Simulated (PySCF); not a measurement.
Computed shifts of a molecule C6H8, PBE/pcSseg-1 run with PySCF, GIAO, gas phase, equivalent atoms averaged, in ppm (number of nuclei): ¹³C: 88.6 (1), 70.1 (1), 21.4 (1), 20.7 (1), 19.2 (1), 12.3 (1). ¹H: 1.72 (1), 1.68 (1), 1.55 (3), 1.15 (1), 1.14 (1), 0.50 (1). References: ¹³C against TMS (σ = 182.0 ppm); ¹H against TMS (σ = 31.49 ppm), references at their B3LYP-D3(BJ)/def2-TZVP geometries, non-relativistic. Geometry: B3LYP-D3(BJ)/def2-SVP. The values are those of a single conformer.

Problem. Pick the molecule that these values belong to.
A. C=C=CCC=C
B. C=C=CC(=C)C
C. C#C[C@@H]1C[C@@H]1C
D. CC#CC1CC1

Solution. C, C#C[C@@H]1C[C@@H]1C
